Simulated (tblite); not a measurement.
A geometry optimisation, step by step.

CH10AsSi3 (doublet state).
Bonds: C1–As2, As2–Si3, Si3–Si4, Si4–Si5. Hydrogens: H6, H7, H8 on C1; H9 on As2; H10, H11 on Si3; H12, H13 on Si4; H14, H15 on Si5.

Computed with GFN2-xTB (tblite), gas phase: L-BFGS steps from a force-field or distance-geometry start until the largest atomic force falls under 0.01 eV/Å. 11 of its 134 geometries are shown.

Step 0: E = -399.1886 eV, largest atomic force 2.578 eV/Å
```
atom  x, y, z in Å  |  force x, y, z in eV/Å
C1     -2.503    0.094   -0.772    0.293   0.818  -0.861
As2    -2.079   -0.340    1.075   -0.779  -2.096   1.283
Si3     0.222   -0.604    1.235   -0.940   0.687   0.747
Si4     1.115   -0.085   -0.743    0.203   0.044  -0.876
Si5     3.305    0.117   -0.402    0.975  -0.228  -0.113
H6     -1.590    0.191   -1.394   -0.384  -0.054   0.359
H7     -3.072   -0.767   -1.194    0.085   0.798   0.282
H8     -3.036    1.060   -0.872   -0.045  -0.699  -0.054
H9     -2.629    0.666    2.115    0.574   0.532  -0.802
H10     0.486   -2.003    1.550    0.002  -0.129   0.257
H11     0.818    0.329    2.208    0.069  -0.252   0.115
H12     0.770   -1.035   -1.795   -0.127   0.000  -0.204
H13     0.599    1.220   -1.117   -0.220   0.335  -0.323
H14     4.065   -1.029   -0.967    0.023   0.284   0.246
H15     3.526    0.181    1.052    0.271  -0.042  -0.055
```

Step 13: E = -400.1306 eV, largest atomic force 0.273 eV/Å
```
atom  x, y, z in Å  |  force x, y, z in eV/Å
C1     -2.538    0.054   -0.704    0.033  -0.025   0.056
As2    -2.295   -0.607    1.168   -0.206   0.179  -0.004
Si3     0.032   -0.579    1.226    0.135  -0.062  -0.083
Si4     1.125   -0.022   -0.753   -0.099  -0.042  -0.025
Si5     3.366    0.068   -0.419    0.116   0.006  -0.052
H6     -1.575    0.182   -1.204   -0.212   0.002  -0.026
H7     -3.127   -0.676   -1.273    0.084   0.192   0.100
H8     -3.065    1.013   -0.707    0.030  -0.244  -0.027
H9     -2.377    0.769    1.793    0.015  -0.044  -0.015
H10     0.476   -1.923    1.629    0.010  -0.119  -0.031
H11     0.681    0.252    2.254   -0.168   0.098   0.061
H12     0.756   -0.960   -1.832    0.027  -0.011   0.003
H13     0.615    1.262   -1.282    0.088   0.039   0.019
H14     4.213   -1.018   -0.916    0.049  -0.026  -0.056
H15     3.709    0.181    0.999    0.096   0.057   0.079
```

Step 27: E = -400.1944 eV, largest atomic force 0.190 eV/Å
```
atom  x, y, z in Å  |  force x, y, z in eV/Å
C1     -2.599    0.051   -0.680   -0.017  -0.061   0.040
As2    -2.355   -0.564    1.195    0.035   0.052  -0.048
Si3    -0.012   -0.626    1.186   -0.120  -0.109   0.099
Si4     1.179   -0.049   -0.719    0.122   0.052   0.022
Si5     3.437    0.045   -0.438    0.015   0.013   0.030
H6     -1.660    0.207   -1.204    0.044   0.064  -0.012
H7     -3.158   -0.704   -1.230   -0.091  -0.047  -0.060
H8     -3.169    0.976   -0.701   -0.064   0.000  -0.014
H9     -2.304    0.830    1.767   -0.025   0.017   0.008
H10     0.459   -1.966    1.595   -0.037  -0.006   0.002
H11     0.440    0.250    2.275    0.108   0.033   0.058
H12     0.818   -0.947   -1.826    0.002  -0.074  -0.066
H13     0.750    1.266   -1.232   -0.051   0.093  -0.003
H14     4.293   -1.021   -0.959    0.041  -0.041  -0.018
H15     3.878    0.249    0.949    0.037   0.013  -0.038
```

Step 40: E = -400.2348 eV, largest atomic force 0.069 eV/Å
```
atom  x, y, z in Å  |  force x, y, z in eV/Å
C1     -2.734    0.043   -0.695    0.013   0.003  -0.043
As2    -2.408   -0.477    1.193    0.002   0.035   0.024
Si3    -0.062   -0.665    1.199    0.019   0.046  -0.005
Si4     1.283   -0.046   -0.611   -0.053  -0.039  -0.020
Si5     3.556    0.009   -0.476    0.034   0.046  -0.014
H6     -1.831    0.320   -1.238    0.030  -0.001   0.030
H7     -3.204   -0.791   -1.218    0.036  -0.005  -0.016
H8     -3.425    0.885   -0.734   -0.016  -0.050   0.032
H9     -2.316    0.944    1.691    0.029   0.008  -0.017
H10     0.297   -2.046    1.590   -0.026   0.012  -0.027
H11     0.438    0.152    2.327   -0.009  -0.044   0.018
H12     0.976   -0.911   -1.768   -0.033  -0.024  -0.020
H13     0.840    1.287   -1.086    0.018   0.016   0.030
H14     4.407   -1.066   -0.998   -0.046  -0.030   0.002
H15     4.178    0.360    0.803    0.002   0.026   0.025
```

Step 53: E = -400.2641 eV, largest atomic force 0.353 eV/Å
```
atom  x, y, z in Å  |  force x, y, z in eV/Å
C1     -2.756   -0.003   -0.683    0.093   0.072   0.053
As2    -2.403   -0.325    1.244   -0.030   0.017  -0.084
Si3    -0.076   -0.685    1.211   -0.161  -0.023   0.060
Si4     1.306   -0.038   -0.546    0.021   0.129  -0.214
Si5     3.587    0.026   -0.502   -0.212  -0.141  -0.245
H6     -1.921    0.494   -1.164    0.242  -0.046  -0.127
H7     -2.984   -0.924   -1.220    0.054  -0.009   0.085
H8     -3.602    0.668   -0.784   -0.259  -0.025   0.048
H9     -2.210    1.142    1.527    0.021   0.027   0.042
H10     0.113   -2.130    1.456    0.051  -0.034  -0.002
H11     0.451   -0.046    2.436    0.016  -0.026  -0.003
H12     0.957   -0.859   -1.735    0.026   0.056   0.089
H13     0.910    1.333   -0.971   -0.041  -0.064   0.051
H14     4.308   -1.172   -0.945    0.056  -0.010   0.042
H15     4.316    0.517    0.654    0.123   0.077   0.207
```

Step 66: E = -400.3127 eV, largest atomic force 0.104 eV/Å
```
atom  x, y, z in Å  |  force x, y, z in eV/Å
C1     -2.646   -0.009   -0.672    0.007   0.016  -0.043
As2    -2.384   -0.173    1.286    0.012  -0.009  -0.057
Si3    -0.104   -0.708    1.226    0.068   0.024   0.013
Si4     1.221    0.025   -0.560    0.008  -0.066   0.053
Si5     3.499    0.000   -0.543    0.001  -0.040  -0.002
H6     -1.881    0.603   -1.153   -0.012  -0.047   0.057
H7     -2.630   -1.002   -1.133   -0.022   0.077   0.067
H8     -3.618    0.441   -0.877    0.016  -0.053  -0.008
H9     -2.083    1.293    1.491    0.010  -0.014  -0.013
H10     0.056   -2.176    1.316   -0.053  -0.003  -0.013
H11     0.514   -0.232    2.481   -0.009   0.016  -0.009
H12     0.830   -0.786   -1.731   -0.008   0.021  -0.053
H13     0.807    1.396   -0.930   -0.008   0.036   0.003
H14     4.188   -1.272   -0.806   -0.005   0.049   0.027
H15     4.226    0.595    0.585   -0.003  -0.005  -0.020
```

Step 80: E = -400.3195 eV, largest atomic force 0.044 eV/Å
```
atom  x, y, z in Å  |  force x, y, z in eV/Å
C1     -2.641   -0.024   -0.663    0.006   0.010   0.006
As2    -2.378   -0.107    1.297    0.015   0.003   0.006
Si3    -0.119   -0.715    1.229   -0.005  -0.029  -0.033
Si4     1.219    0.020   -0.545    0.001   0.011   0.003
Si5     3.495   -0.021   -0.557    0.014  -0.006   0.000
H6     -1.918    0.627   -1.153    0.001  -0.012   0.009
H7     -2.541   -1.026   -1.083   -0.028   0.000   0.005
H8     -3.644    0.336   -0.893    0.006  -0.007  -0.017
H9     -2.027    1.353    1.444   -0.013   0.016  -0.009
H10    -0.059   -2.193    1.264    0.010   0.003   0.010
H11     0.515   -0.298    2.495    0.011  -0.006   0.006
H12     0.815   -0.721   -1.760   -0.017   0.004   0.000
H13     0.827    1.415   -0.854    0.006   0.006   0.007
H14     4.195   -1.296   -0.748   -0.001  -0.014  -0.001
H15     4.256    0.646    0.505   -0.008   0.020   0.008
```

Step 93: E = -400.3221 eV, largest atomic force 0.066 eV/Å
```
atom  x, y, z in Å  |  force x, y, z in eV/Å
C1     -2.646   -0.037   -0.658   -0.004  -0.015   0.005
As2    -2.372   -0.089    1.302    0.020  -0.008  -0.009
Si3    -0.117   -0.728    1.218   -0.020   0.062  -0.012
Si4     1.222    0.022   -0.551    0.001  -0.014   0.013
Si5     3.499   -0.035   -0.563   -0.017   0.002  -0.003
H6     -1.902    0.582   -1.158    0.001  -0.003  -0.015
H7     -2.580   -1.050   -1.059   -0.022   0.014   0.008
H8     -3.637    0.352   -0.895    0.017  -0.008   0.001
H9     -2.021    1.374    1.415    0.017   0.001   0.004
H10    -0.080   -2.204    1.263    0.013  -0.038  -0.013
H11     0.536   -0.320    2.478   -0.005  -0.004   0.008
H12     0.785   -0.673   -1.783    0.010   0.010   0.011
H13     0.860    1.435   -0.809   -0.010   0.006  -0.003
H14     4.212   -1.308   -0.709   -0.007  -0.011   0.003
H15     4.237    0.675    0.488    0.007   0.006   0.003
```

Step 106: E = -400.3257 eV, largest atomic force 0.037 eV/Å
```
atom  x, y, z in Å  |  force x, y, z in eV/Å
C1     -2.670   -0.065   -0.653    0.007   0.012   0.000
As2    -2.349   -0.050    1.299   -0.005   0.006   0.018
Si3    -0.112   -0.735    1.211    0.006  -0.005  -0.019
Si4     1.235    0.047   -0.535    0.002   0.034   0.003
Si5     3.510   -0.050   -0.562   -0.009   0.021   0.008
H6     -1.900    0.472   -1.205    0.023   0.006  -0.001
H7     -2.694   -1.095   -1.009   -0.023  -0.009   0.006
H8     -3.635    0.390   -0.877   -0.009  -0.019  -0.010
H9     -1.953    1.407    1.347    0.004  -0.008   0.003
H10    -0.082   -2.213    1.192   -0.012  -0.004   0.009
H11     0.530   -0.380    2.494   -0.001  -0.008  -0.014
H12     0.780   -0.585   -1.793    0.001  -0.021   0.003
H13     0.884    1.473   -0.738    0.014   0.008  -0.004
H14     4.192   -1.348   -0.624   -0.006   0.019   0.015
H15     4.260    0.728    0.432    0.007  -0.032  -0.017
```

Step 120: E = -400.3276 eV, largest atomic force 0.017 eV/Å
```
atom  x, y, z in Å  |  force x, y, z in eV/Å
C1     -2.687   -0.085   -0.645   -0.004  -0.004   0.013
As2    -2.338   -0.013    1.302    0.003  -0.001   0.004
Si3    -0.116   -0.744    1.196    0.006   0.015  -0.005
Si4     1.244    0.077   -0.522   -0.001  -0.014  -0.008
Si5     3.517   -0.045   -0.560   -0.006   0.001   0.008
H6     -1.905    0.401   -1.227    0.005   0.000  -0.001
H7     -2.757   -1.127   -0.959    0.003  -0.002   0.005
H8     -3.639    0.394   -0.876   -0.002   0.005  -0.003
H9     -1.907    1.435    1.300   -0.004  -0.003  -0.003
H10    -0.117   -2.222    1.142   -0.005  -0.002  -0.005
H11     0.536   -0.438    2.486   -0.005  -0.004  -0.002
H12     0.782   -0.536   -1.789    0.011   0.002   0.004
H13     0.912    1.509   -0.699   -0.008   0.014  -0.004
H14     4.164   -1.361   -0.558    0.007  -0.007  -0.005
H15     4.306    0.751    0.388   -0.001   0.001   0.002
```

Step 133: E = -400.3281 eV, largest atomic force 0.010 eV/Å
```
atom  x, y, z in Å  |  force x, y, z in eV/Å
C1     -2.691   -0.091   -0.636   -0.002   0.007   0.002
As2    -2.337   -0.006    1.308    0.002   0.008   0.005
Si3    -0.116   -0.738    1.187    0.002   0.002   0.001
Si4     1.247    0.084   -0.528    0.001   0.000   0.003
Si5     3.520   -0.042   -0.551    0.003  -0.006   0.001
H6     -1.898    0.372   -1.223   -0.002  -0.005  -0.004
H7     -2.781   -1.136   -0.936    0.001   0.000  -0.007
H8     -3.632    0.405   -0.873   -0.005  -0.004   0.003
H9     -1.911    1.444    1.296    0.001  -0.001  -0.002
H10    -0.130   -2.214    1.116    0.001  -0.005  -0.002
H11     0.538   -0.451    2.479    0.003  -0.001   0.000
H12     0.801   -0.532   -1.798   -0.005  -0.004  -0.002
H13     0.911    1.515   -0.710    0.001   0.003  -0.003
H14     4.163   -1.362   -0.553    0.001   0.008  -0.001
H15     4.310    0.749    0.399   -0.002  -0.001   0.005
```

Question: Summarise the path.

Answer: The energy falls by 26.28 kcal/mol from step 0 to step 133; nine tenths of that is first reached at step 34. It rises by more than 0.2 meV at step 54. The largest force goes from 2.578 to 0.010 eV/Å. Among the bonds Si3–Si4 changes most, from 2.232 to 2.340 Å; the atoms move by 0.697 Å rms after alignment.

What follows is the cost of the whole relaxation. Time: 1.2 s wall. Hardware: Arm Neoverse V2, one thread (shared host).
